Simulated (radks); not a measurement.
Polarisability of the tantalum ion Ta3+, [Xe] 4f14 5d2, at imaginary frequency. All-electron calculation, non-relativistic Kohn-Sham, LDA (Slater exchange, VWN5 correlation), spin-polarised, spherical densities, point nucleus; open shells are filled with parallel spins first (spin-orbit coupling, left out, can overturn this in heavy ions); relativity is left out, which matters for an element this heavy. Program: a radial shooting solver on a logarithmic mesh with Libxc functionals. Response by self-consistent Sternheimer equations with the Hartree and adiabatic LDA kernel.

w (hartree)  alpha1(iw) (bohr^3)
0.00266                    6.750
0.0143                     6.747
0.0360                     6.730
0.0697                     6.676
0.118                      6.547
0.186                      6.290
0.280                      5.858
0.413                      5.240
0.605                      4.465
0.892                      3.569
1.35                       2.595
2.12                       1.638
3.59                      0.8577
6.94                      0.3527
17.5                     0.09207

Static values: alpha1 = 6.750 bohr^3 (1.000 angstrom^3; uncoupled 9.961). C6 = 34.35, triple-dipole C9 = 154.0 atomic units. One-pole (London) frequency 4 C6 / (3 alpha1^2) = 1.005 hartree, against 1.135 for minus the highest occupied eigenvalue. The dipole shielding factor is 0.959, as the force sum rule N/Z = 0.959 demands.
